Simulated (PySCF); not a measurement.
Isomers of C8H6FN3.

All values: PBE0/pcSseg-1 (PySCF) at GFN2-xTB geometries, gas phase, one conformer each.

Question: Rank by the highest Hirshfeld charge on any atom, highest value first.
A. `[F:1][c:2]1[cH:3][cH:4][cH:5][cH:6][c:7]1-[n:8]1[cH:9][cH:10][n:11][n:12]1` with C6–C7–N8–C9 180°
B. `[F:1][c:2]1[n:3][cH:4][n:5][n:6]1-[c:7]1[cH:8][cH:9][cH:10][cH:11][cH:12]1` with N5–N6–C7–C8 -13°
C. `[F:1][c:2]1[cH:3][cH:4][c:5](-[n:6]2[n:7][cH:8][cH:9][n:10]2)[cH:11][cH:12]1` with C4–C5–N6–N7 180°

Answer: B (+0.187 e), C (+0.101 e), A (+0.083 e).

Question: Rank by HOMO energy, highest first.
A. `[F:1][c:2]1[cH:3][cH:4][c:5](-[n:6]2[n:7][cH:8][cH:9][n:10]2)[cH:11][cH:12]1` with C4–C5–N6–N7 180°
B. `[F:1][c:2]1[cH:3][cH:4][cH:5][cH:6][c:7]1-[n:8]1[cH:9][cH:10][n:11][n:12]1` with C6–C7–N8–C9 180°
C. `[F:1][c:2]1[cH:3][cH:4][cH:5][cH:6][c:7]1-[n:8]1[n:9][cH:10][cH:11][n:12]1` with C6–C7–N8–N9 180°

Answer: A (-6.84 eV), C (-6.96 eV), B (-7.28 eV).

Question: Rank by the lowest IAO charge on any atom, highest value first.
A. `[F:1][c:2]1[cH:3][cH:4][c:5](-[n:6]2[n:7][cH:8][cH:9][n:10]2)[cH:11][cH:12]1` with C4–C5–N6–N7 180°
B. `[F:1][c:2]1[n:3][cH:4][n:5][n:6]1-[c:7]1[cH:8][cH:9][cH:10][cH:11][cH:12]1` with N5–N6–C7–C8 -13°
C. `[F:1][c:2]1[cH:3][cH:4][cH:5][cH:6][c:7]1-[n:8]1[n:9][cH:10][cH:11][n:12]1` with C6–C7–N8–N9 180°

Answer: C (-0.245 e), A (-0.269 e), B (-0.363 e).

All values together:

| SMILES | μ (D) | HOMO (eV) | LUMO (eV) | lowest IAO charge (e) | highest IAO charge (e) | lowest Hirshfeld charge (e) | highest Hirshfeld charge (e) |
| --- | --- | --- | --- | --- | --- | --- | --- |
| Fc1ccc(-n2nccn2)cc1 | 1.72 | -6.84 | -1.27 | -0.269 (F) | +0.293 (C) | -0.114 (N) | +0.101 (N) |
| Fc1cccc(-n2nccn2)c1 | 1.77 | -7.04 | -1.43 | -0.267 (F) | +0.304 (C) | -0.112 (N) | +0.102 (N) |
| Fc1ccccc1-n1nccn1 | 1.26 | -6.96 | -1.31 | -0.245 (F) | +0.284 (C) | -0.122 (N) | +0.097 (N) |
| Fc1ncnn1-c1ccccc1 | 2.61 | -7.23 | -1.16 | -0.363 (N) | +0.463 (C) | -0.224 (N) | +0.187 (C) |
| Fc1ccccc1-n1ccnn1 | 3.67 | -7.28 | -1.43 | -0.268 (F) | +0.269 (C) | -0.132 (N) | +0.083 (C) |

Conformers: `[F:1][c:2]1[cH:3][cH:4][c:5](-[n:6]2[n:7][cH:8][cH:9][n:10]2)[cH:11][cH:12]1` with C4–C5–N6–N7 180°; `[F:1][c:2]1[cH:3][cH:4][cH:5][c:6](-[n:7]2[n:8][cH:9][cH:10][n:11]2)[cH:12]1` with C5–C6–N7–N8 180°; `[F:1][c:2]1[cH:3][cH:4][cH:5][cH:6][c:7]1-[n:8]1[n:9][cH:10][cH:11][n:12]1` with C6–C7–N8–N9 180°; `[F:1][c:2]1[n:3][cH:4][n:5][n:6]1-[c:7]1[cH:8][cH:9][cH:10][cH:11][cH:12]1` with N5–N6–C7–C8 -13°; `[F:1][c:2]1[cH:3][cH:4][cH:5][cH:6][c:7]1-[n:8]1[cH:9][cH:10][n:11][n:12]1` with C6–C7–N8–C9 180°.
